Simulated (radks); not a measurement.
Excited configurations of Cs II: one electron is placed in a higher orbital outside [Kr] 4d10 5s2 5p5. The ground configuration is [Xe]. All-electron calculation, scalar-relativistic Kohn-Sham, PBE, spin-polarised, spherical densities, finite nucleus; open shells are filled with parallel spins first (spin-orbit coupling, left out, can overturn this in heavy ions); Fermi nuclear charge, rms radius 4.8041 fm. Program: a radial shooting solver on a logarithmic mesh with Libxc functionals. Excitation = E - E(ground); binding = E(ion) - E, where the ion is the core of charge +2; n* = 2/sqrt(2 binding) in atomic units, and the quantum defect is n - n*.

outer orbital  excitation (eV)  binding (eV)     n*  <r> (bohr)
4f                      19.078         4.375  3.527       5.740
5d                      14.207         9.246  2.426       3.365
6s                      13.583         9.870  2.348       4.424
6p                      16.095         7.358  2.720       5.470
6f                      21.138         2.315  4.849       15.61
7s                      18.399         5.055  3.281       8.587
7p                      19.330         4.124  3.633       10.11
7d                      20.600         2.853  4.368       13.79
7f                      21.778         1.675  5.700       23.08

The Delta-SCF ionisation energy is 23.453 eV (NIST Atomic Spectra Database: 23.157 eV, measured). Self-interaction in the functional shifts the binding energies and quantum defects, so they are the method's values and not measured ones. Open shells are spherical and high-spin; term and fine-structure splittings are not resolved. Spin-orbit splitting is averaged out at the scalar-relativistic level.
